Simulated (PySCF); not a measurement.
Geometry:
```json
{"atom": "B1", "x (Å)": "0.123", "y (Å)": "-0.222", "z (Å)": "-0.841"}
{"atom": "S2", "x (Å)": "0.177", "y (Å)": "-0.250", "z (Å)": "1.322"}
{"atom": "H3", "x (Å)": "0.564", "y (Å)": "1.029", "z (Å)": "1.542"}
{"atom": "H4", "x (Å)": "-1.126", "y (Å)": "0.022", "z (Å)": "1.567"}
{"atom": "Cl5", "x (Å)": "1.880", "y (Å)": "-0.218", "z (Å)": "-1.228"}
{"atom": "Cl6", "x (Å)": "-0.766", "y (Å)": "1.290", "z (Å)": "-1.258"}
{"atom": "Cl7", "x (Å)": "-0.761", "y (Å)": "-1.754", "z (Å)": "-1.174"}
```

- PBE0/pcSseg-1 with gauge-including orbitals
- PBE0-D3(BJ)/def2-SVP structure
- run in PySCF 2.14
- one conformer, no relativistic terms, no solvent model, averaged over atoms made equivalent by symmetry, fast rotation or ring inversion

Scale: ¹H vs TMS; BF3·OEt2 for ¹¹B; ³³S vs CS2; ³⁵Cl vs HCl (reference shieldings calculated alike).

| atoms | nucleus | count | Hirshfeld charge | δ (ppm) |
| --- | --- | --- | --- | --- |
| H3/H4 | ¹H | 2 | 0.09 | ? |
| B1 | ¹¹B | 1 | 0.09 | ? |
| Cl5/Cl6/Cl7 | ³⁵Cl | 3 | -0.14 | 190 |
| S2 | ³³S | 1 | 0.15 | -22 |

Q: Fill in the missing shifts.

A: 
- H3/H4: 3.56 ppm, hydrogen on a sulfur bonded to B
- B1: 16.8 ppm, boron bonded to 3 Cl, S

OH and NH positions are those of a molecule without intermolecular hydrogen bonds; in solution they move with solvent, concentration and temperature, and exchange usually removes their couplings. The averaged Cl atoms aren't alike in the static structure (σ from 725 to 767 ppm); the average presumes fast exchange among these sites.
